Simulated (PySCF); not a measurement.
iodine monochloride (ClI), SMILES ClI.

The structure is a stationary point at B3LYP-D3(BJ)/def2-TZVP. The def2 effective core potentials stand for the cores of I; spin–orbit coupling is left out.

Method: PBE/def2-TZVPD (PySCF).

Computed frontier levels, gap, dipole moment and polarisability:
```
Property                                                                                                        Value
---------------------------------------------------------------------------------------------  ----------------------
highest occupied level                                                                                       -6.68 eV
lowest empty level                                                                                           -4.55 eV
orbital gap                                                                                                   2.13 eV
dipole moment                                                                                                  1.12 D
quadrupole, principal values (traceless, Buckingham form, about the centre of nuclear charge)  -1.83, -1.83, 3.66 D·Å
mean static polarisability                                                                       51.1 bohr³ (7.57 Å³)
polarisability, principal values                                                               43.2, 43.2, 66.9 bohr³
```
